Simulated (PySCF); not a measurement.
C2H5O, SMILES C[CH]O, multiplicity 2. Atoms are numbered in the order given.

```xyz
8

C     -1.2006    -0.1783     0.2132
C      0.2067     0.2070     0.4277
O      1.0386    -0.0788    -0.6169
H     -1.7796    -0.0226     1.1249
H     -1.6766     0.4036    -0.5912
H     -1.2767    -1.2331    -0.0678
H      0.4674     1.0650     1.0423
H      1.9205     0.2447    -0.4185
```
Charge 0, spin multiplicity 2.

Coordinates come from a PBE0-D3(BJ)/def2-TZVP optimisation. The isomer is the one that the SMILES or the coordinates give; other isomers of the formula were not compared. One conformer was computed; it need not be the lowest.

These are B3LYP/pcH-1 in PySCF values and carry that method's errors.

Unrestricted Kohn–Sham, ⟨S²⟩ = 0.753. Hyperfine tensors hold the contact and dipolar terms, without spin-orbit corrections.

Computed hyperfine couplings:
```csv
nucleus,A(iso) (MHz),A(iso) (G),dipolar principal values (MHz)
13C no. 1,-22.1,-7.9,"-1.9, -1.7, 3.6"
13C no. 2,164.4,58.6,"-76.7, -75.4, 152.1"
17O no. 3,-18.6,-6.7,"-65.1, 31.3, 33.7"
1H no. 4,9.7,3.5,"-5.5, -4.2, 9.8"
1H no. 5,128.8,46.0,"-4.3, -3.2, 7.5"
1H no. 6,55.2,19.7,"-5.2, -4.6, 9.8"
1H no. 7,-26.9,-9.6,"-34.5, -1.9, 36.4"
1H no. 8,-9.1,-3.2,"-13.4, -9.5, 22.9"
```

Problem. And the g tensor (effective nuclear charges for spin-orbit coupling, GIAO)? (An estimate is asked for; the answer gives what the named calculation found.)

Solution. principal values 2.0021, 2.0033, 2.0044; isotropic 2.0033.
